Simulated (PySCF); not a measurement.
This PySCF input asks for the NMR shieldings of `C[C@H](SCC)[SiH](F)F`, C4H10F2SSi; the geometry comes from GFN2-xTB.

```python
import basis_set_exchange as bse
import numpy as np
from pyscf import gto, dft
from pyscf.prop import nmr

atoms = """
C     2.799284    0.458471    0.439231
C     1.432771   -0.187731    0.315483
S     0.653080    0.320071   -1.263448
C    -1.131792    0.004390   -0.934196
C    -1.395043   -1.474281   -0.673263
Si   -1.806173    1.171972    0.403664
F    -1.621473    0.511076    1.851070
F    -3.400358    1.228560    0.283551
H     2.707283    1.541942    0.434233
H     3.272923    0.149328    1.368664
H     3.434889    0.164062   -0.392877
H     0.778505    0.126490    1.126860
H     1.517279   -1.274915    0.312660
H    -1.576429    0.278765   -1.894737
H    -0.963296   -2.080493   -1.467609
H    -2.467575   -1.658023   -0.638429
H    -0.964511   -1.784290    0.276728
H    -1.278122    2.510924    0.440759
"""
names = dict.fromkeys(["C", "S", "Si", "F", "H"], "pcSseg-1")
basis = {el: gto.basis.parse(bse.get_basis(n, elements=[el], fmt="nwchem")) for el, n in names.items()}
mol = gto.M(atom=atoms, basis=basis, charge=0, verbose=0)
mf = dft.RKS(mol, xc="PBE0")
mf.grids.level = 2
mf.grids.alignment = dft.numint.BLKSIZE   # the property module wants whole blocks of grid points
mf.conv_tol = 1e-9
mf.kernel()

calc = nmr.RKS(mf)   # GIAO
C = mf.mo_coeff
Co = C[:, mf.mo_occ > 0]
resp = mf.gen_response(singlet=True, hermi=2)
def vind(x):   # induced exchange potential for any number of trial vectors
    d = np.einsum("pi,xij,qj->xpq", C, 2 * x.reshape(-1, C.shape[1], Co.shape[1]), Co, optimize=True)
    return np.einsum("xpq,pi,qj->xij", resp(d - d.transpose(0, 2, 1)), C, Co, optimize=True).ravel()
mo1, _ = nmr.rhf.solve_mo1(calc, with_cphf=vind)
sigma = calc.kernel(mo1)
for i, s in enumerate(sigma):   # ppm
    w = np.linalg.eigvalsh((s + s.T) / 2)
    print("%2d %-2s iso %8.1f  s11 %8.1f  s22 %8.1f  s33 %8.1f" % (i, mol.atom_pure_symbol(i), w.mean(), *w))
```

**Question.** What are the results?

**Answer.** 
```
 0 C  iso    171.6  s11    158.4  s22    167.9  s33    188.4
 1 C  iso    156.4  s11    134.8  s22    161.5  s33    172.9
 2 S  iso    497.4  s11    339.5  s22    446.6  s33    706.1
 3 C  iso    153.9  s11    143.7  s22    149.7  s33    168.4
 4 C  iso    169.7  s11    147.8  s22    173.4  s33    187.9
 5 Si iso    358.3  s11    322.3  s22    343.9  s33    408.6
 6 F  iso    331.2  s11    249.9  s22    363.9  s33    379.9
 7 F  iso    317.9  s11    244.9  s22    340.7  s33    368.1
 8 H  iso     30.5  s11     25.8  s22     29.3  s33     36.3
 9 H  iso     30.3  s11     25.2  s22     27.2  s33     38.4
10 H  iso     30.6  s11     25.8  s22     28.7  s33     37.3
11 H  iso     29.6  s11     22.8  s22     31.0  s33     35.0
12 H  iso     28.7  s11     22.6  s22     29.1  s33     34.4
13 H  iso     29.9  s11     25.1  s22     27.6  s33     37.0
14 H  iso     30.2  s11     25.6  s22     28.1  s33     37.0
15 H  iso     30.1  s11     24.3  s22     28.0  s33     37.8
16 H  iso     30.1  s11     26.4  s22     29.5  s33     34.4
17 H  iso     26.8  s11     22.8  s22     25.0  s33     32.5
```

These numbers come from an equivalent density-fitted implementation of the same equations, which agrees with the script to about 0.01 ppm for H and up to a few tenths of a ppm for heavy atoms, so last digits may differ.

**Question.** Turn these shieldings into chemical shifts. Referencing at the same level of theory: TMS for 13C (186.93 ppm) and 29Si (349.16 ppm) and 1H (31.72 ppm); 33S (503.73 ppm) vs CS2; CFCl3 for 19F (170.95 ppm).

**Answer.** Averaging equivalent atoms: C 3: 33.0; C 1: 30.5; C 4: 17.3; C 0: 15.4; S 2: 6; Si 5: -9.1; F 7: -147.0; F 6: -160.3; H 17: 4.95; H 12: 3.02; H 11: 2.11; H 13: 1.80; H 14/15/16: 1.59; H 8/9/10: 1.28 ppm. Unscaled 19F shifts against computed CFCl3 carry errors that often reach 10 to 50 ppm.

Size and cost of the density-fitted run: 200 basis functions, 43 s wall time on 1 thread of an AMD EPYC 7R43 64-Core, shared host; peak memory 0.9 GiB.
